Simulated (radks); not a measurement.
Results of a calculation; reference values are marked as such.
Problem. Neutral manganese, configuration [Ar] 3d5 4s2 (the NIST ground configuration). Code: a radial shooting solver on a logarithmic mesh with Libxc functionals. Model: Dirac Kohn-Sham, B86b exchange with PBE correlation, spin-unpolarised, spherical densities, finite nucleus; open shells fill j = l - 1/2 first; Fermi nuclear charge, rms radius 3.7057 fm.

Spin-orbit splittings of the eigenvalues, e(l+1/2) - e(l-1/2), with zeta = 2 splitting/(2l+1) and mean radii in bohr:

shell  occ.  splitting (eV)  zeta (eV)  <r> j=l-1/2  <r> j=l+1/2
2p        6           10.43      6.956       0.2451       0.2480
3p        6           1.271     0.8470       0.8982       0.9072
3d        5               ?          ?        1.221        1.228
4p        0         0.03980    0.02654        4.482        4.534

Estimate the 3d splitting.

Solution. 0.1178 eV (zeta = 0.04711 eV).
